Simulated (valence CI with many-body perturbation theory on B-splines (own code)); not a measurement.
## Energy levels of Ag XLII

Calculated by configuration interaction combined with many-body perturbation theory (CI+MBPT): four valence electrons over a frozen Dirac-Fock core [He], radial functions for each j: 11 s, 11 p, 10 d, 8 f, 5 g, 2 h, with the one-electron correlation potential Σ1 (screened to all orders), the two-electron term Σ2, the three-electron term Σ3, Breit, model QED; selected single and double excitations, second order for the rest, scaled by the run's own slope (own B-spline code, finite nucleus).

No measured spectrum was set against this ion. As an estimate, large intervals hold to a few tenths of a per cent, small ones and those within an open d or f shell to about a per cent. Among the levels kept, up to 760 cm⁻¹ of a level comes from second order outside the variational space, and about a tenth of that is noise between levels of different J, which matters for small intervals.

Levels 46 to 90 of 202, with energies above the lowest level, (2s^2 2p1/2^2) J=0. "Leading %" is the weight of the configuration and term that name the level; weights of strongly mixed levels are sums over their largest components and can fall short. In the jj column 3d3/2^4 stands for four electrons in 3d with j = 3/2. Lifetimes count E1, E2, E3, M1 and M2 decay at the calculated energies, and are blank where another channel may lead or the interval is too uncertain; long ones can be off by a factor of two.

```
No.  Configuration  Term  J  E (Ry)  Leading %    Second component                   Leading jj  Lifetime
 46      2s 2p2 3d    3D  3  293.30         28   21 % 2s 2p2 3d 5D      2s 2p1/2^2 3d5/2 (84 %)   5.05 fs
 47      2s 2p2 3s    3P  1  293.31         68   15 % 2s 2p2 3s 5P     2s 2p1/2 2p3/2 3s (90 %)   28.1 fs
 48      2s2 2p 3p    3P  2  293.58         48   34 % 2s2 2p 3p 1D      2s^2 2p3/2 3p3/2 (82 %)    114 fs
 49      2s 2p2 3s    5P  3  294.28         40   37 % 2s 2p2 3s 3D     2s 2p1/2 2p3/2 3s (75 %)   88.1 fs
 50      2s 2p2 3d    3F  2  294.41         36   21 % 2s 2p2 3d 1D      2s 2p1/2^2 3d5/2 (85 %)   5.46 fs
 51      2s2 2p 3p    1S  0  294.80         67   26 % 2s2 2p 3p 3P      2s^2 2p3/2 3p3/2 (92 %)    215 fs
 52      2s 2p2 3s    3P  2  295.26         39   24 % 2s 2p2 3s 3D     2s 2p1/2 2p3/2 3s (86 %)   29.7 fs
 53      2s 2p2 3p   5P°  1  295.53         40  31 % 2s 2p2 3p 5D°  2s 2p1/2 2p3/2 3p1/2 (98 %)   35.4 fs
 54      2s 2p2 3p   5D°  2  296.03         40  17 % 2s 2p2 3p 3D°  2s 2p1/2 2p3/2 3p1/2 (84 %)   9.21 fs
 55      2s2 2p 3d   1D°  2  296.52         33  32 % 2s2 2p 3d 3D°      2s^2 2p3/2 3d3/2 (75 %)   7.30 fs
 56      2s2 2p 3d   3F°  3  296.73         42  27 % 2s2 2p 3d 3D°      2s^2 2p3/2 3d3/2 (76 %)   3.99 fs
 57      2s2 2p 3d   3P°  1  297.05         61  33 % 2s2 2p 3d 3D°      2s^2 2p3/2 3d3/2 (96 %)   3.80 fs
 58      2s2 2p 3d   3P°  0  297.12         97                          2s^2 2p3/2 3d3/2 (97 %)   4.61 fs
 59      2s2 2p 3d   3F°  4  297.14         97                          2s^2 2p3/2 3d5/2 (97 %)   87.8 ps
 60      2s 2p2 3s    3D  1  297.43         69   19 % 2s 2p2 3s 1P     2s 2p1/2 2p3/2 3s (97 %)   26.8 fs
 61      2s2 2p 3d   3P°  2  297.77         50  26 % 2s2 2p 3d 1D°      2s^2 2p3/2 3d5/2 (89 %)   4.95 fs
 62      2s 2p2 3p   3D°  3  297.78         33  19 % 2s 2p2 3p 3F°  2s 2p1/2 2p3/2 3p1/2 (83 %)   94.7 fs
 63      2s 2p2 3s    1D  2  297.79         35   33 % 2s 2p2 3s 3D     2s 2p1/2 2p3/2 3s (96 %)   49.1 fs
 64      2s 2p2 3s    3P  1  297.82         57   21 % 2s 2p2 3s 1P     2s 2p1/2 2p3/2 3s (93 %)   37.5 fs
 65      2s 2p2 3s    3P  0  297.84         90                         2s 2p1/2 2p3/2 3s (89 %)   25.2 fs
 66      2s2 2p 3d   1F°  3  298.64         53  41 % 2s2 2p 3d 3D°      2s^2 2p3/2 3d5/2 (81 %)   2.56 fs
 67      2s2 2p 3d   1P°  1  299.01         66  19 % 2s2 2p 3d 3P°      2s^2 2p3/2 3d5/2 (96 %)   3.83 fs
 68      2s 2p2 3p   3P°  2  299.03         37  25 % 2s 2p2 3p 5S°  2s 2p1/2 2p3/2 3p1/2 (95 %)   34.3 fs
 69      2s 2p2 3p   5D°  3  299.68         50  35 % 2s 2p2 3p 5P°  2s 2p1/2 2p3/2 3p3/2 (98 %)   99.6 fs
 70      2s 2p2 3p   5P°  1  300.08         32  23 % 2s 2p2 3p 3D°  2s 2p1/2 2p3/2 3p3/2 (96 %)   19.4 fs
 71      2s 2p2 3p   3D°  2  300.71         38  15 % 2s 2p2 3p 3F°  2s 2p1/2 2p3/2 3p3/2 (80 %)   27.1 fs
 72      2s 2p2 3p   3P°  0  300.77         37  32 % 2s 2p2 3p 5D°  2s 2p1/2 2p3/2 3p1/2 (69 %)   1.41 ps
 73      2s 2p2 3p   3F°  2  300.84         36  25 % 2s 2p2 3p 3D°  2s 2p1/2 2p3/2 3p1/2 (80 %)   20.6 fs
 74      2s 2p2 3p   3D°  1  300.88         63   8 % 2s 2p2 3p 3S°  2s 2p1/2 2p3/2 3p1/2 (91 %)   28.6 fs
 75      2s 2p2 3p   3P°  0  301.53         97                      2s 2p1/2 2p3/2 3p3/2 (73 %)   8.21 fs
 76      2s 2p2 3p   5D°  4  301.64         50  49 % 2s 2p2 3p 3F°  2s 2p1/2 2p3/2 3p3/2 (96 %)   5.76 ps
 77      2s 2p2 3p   3P°  2  302.11         53  17 % 2s 2p2 3p 1D°  2s 2p1/2 2p3/2 3p3/2 (96 %)   18.8 fs
 78      2s 2p2 3p   1P°  1  302.65         31  26 % 2s 2p2 3p 3P°  2s 2p1/2 2p3/2 3p3/2 (88 %)   12.9 fs
 79      2s 2p2 3p   1P°  1  302.72         34  15 % 2s 2p2 3p 3D°  2s 2p1/2 2p3/2 3p1/2 (91 %)   17.6 fs
 80      2s 2p2 3p   3D°  3  302.81         46  25 % 2s 2p2 3p 1F°  2s 2p1/2 2p3/2 3p3/2 (95 %)   18.2 fs
 81      2s 2p2 3d    5F  2  303.26         45   16 % 2s 2p2 3d 3P  2s 2p1/2 2p3/2 3d3/2 (98 %)   13.5 fs
 82      2s 2p2 3d    5D  1  303.31         55   20 % 2s 2p2 3d 5F  2s 2p1/2 2p3/2 3d3/2 (98 %)   19.2 fs
 83      2s 2p2 3d    5D  0  303.32         86   13 % 2s 2p2 3d 3P  2s 2p1/2 2p3/2 3d3/2 (99 %)   85.9 fs
 84      2s 2p2 3d    5F  3  303.63         60   13 % 2s 2p2 3d 5P  2s 2p1/2 2p3/2 3d3/2 (82 %)   11.7 fs
 85      2s 2p2 3d    5F  4  304.07         55   35 % 2s 2p2 3d 5D  2s 2p1/2 2p3/2 3d5/2 (95 %)    169 fs
 86      2s 2p2 3p   3D°  2  305.03         36  27 % 2s 2p2 3p 3P°  2s 2p1/2 2p3/2 3p3/2 (91 %)   30.5 fs
 87      2s 2p2 3d    3F  2  305.19         28   22 % 2s 2p2 3d 5D  2s 2p1/2 2p3/2 3d5/2 (96 %)   6.60 fs
 88      2s 2p2 3p   3F°  3  305.19         43  35 % 2s 2p2 3p 3D°  2s 2p1/2 2p3/2 3p3/2 (98 %)   29.5 fs
 89      2s 2p2 3d    3F  4  305.23         38   22 % 2s 2p2 3d 5D  2s 2p1/2 2p3/2 3d3/2 (77 %)   1.23 ps
 90      2s 2p2 3d    3F  3  305.30         42   35 % 2s 2p2 3d 5P  2s 2p1/2 2p3/2 3d5/2 (53 %)   5.02 fs
```

Where two levels of one J and parity lie close, their mixing, g and order are uncertain.
